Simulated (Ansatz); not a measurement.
Ansatz results at the PBE0-D4/def2-TZVP geometry: HOMO energy (PBE/def2-TZVPP) -5.32 eV; LUMO energy (B3LYP/def2-TZVPP) -1.26 eV; HOMO–LUMO gap (B3LYP/def2-TZVPP) 4.87 eV.

Each molecule was computed in one conformer, which needn't be the lowest.

(1) Which molecule gave them?
A. `[CH2]1[S][GaH]1`
B. `B[SiH](C)C`
C. `OB1CC1Cl`
D. `CC([SeH])[TeH]`

## Answers

(1) D. The others give `OB1CC1Cl`: -5.77, -0.95, 5.94; `[CH2]1[S][GaH]1`: -5.68, -1.70, 4.82; `B[SiH](C)C`: -6.56, -2.38, 5.23.

B3LYP here is the variant with VWN-RPA as its local correlation; programs differ in this.
